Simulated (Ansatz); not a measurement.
Total energies of Tl₂F⁺ (the lowest singlet isomer of a short search) from Ansatz at PBE-D4/def2-TZVP, gas phase (1 Eh = 27.2114 eV = 2625.5 kJ/mol). The reference geometry is relaxed at PBE-D4/def2-TZVP.

| atom | x (Å) | y (Å) | z (Å) |
| --- | --- | --- | --- |
| Tl1 | -0.7331 | 0.4463 | 2.1492 |
| Tl2 | 0.7325 | -0.4460 | -2.1495 |
| F3 | 0.0006 | -0.0002 | 0.0002 |

```
           state                     geometry  energy (Eh)
charge 1 singlet                    reference   -444.81269
charge 0 doublet                    reference   -444.96747
charge 1 triplet  relaxed at PBE-D4/def2-TZVP   -444.61226
charge 1 quintet  relaxed at PBE-D4/def2-TZVP   -444.42049
```

In the def2 sets Tl takes a core potential; there is no spin–orbit coupling.

(1) Work out the vertical electron affinity, to the doublet.

(2) Which of the charge 1 states is lowest, and how far above it are the others?

(1) E(charge 1 singlet) − E(charge 0 doublet) = -444.81269 − (-444.96747) = 0.15478 Eh = 4.21 eV.

(2) The singlet. triplet: -444.61226 − (-444.81269) = 0.20043 Eh = 526.2 kJ/mol; quintet: -444.42049 − (-444.81269) = 0.39220 Eh = 1029.7 kJ/mol. The quintet differs in its bonds from the reference.

At PBE-D4/def2-TZVP the gap within one spin of the charge 0 doublet nearly closes, so an electron or hole may be smeared out by delocalisation error. At PBE-D4/def2-TZVP the gap within one spin of the charge 1 triplet nearly closes, so an electron or hole may be smeared out by delocalisation error. 

The structure comes from a short search, and lower isomers may exist.
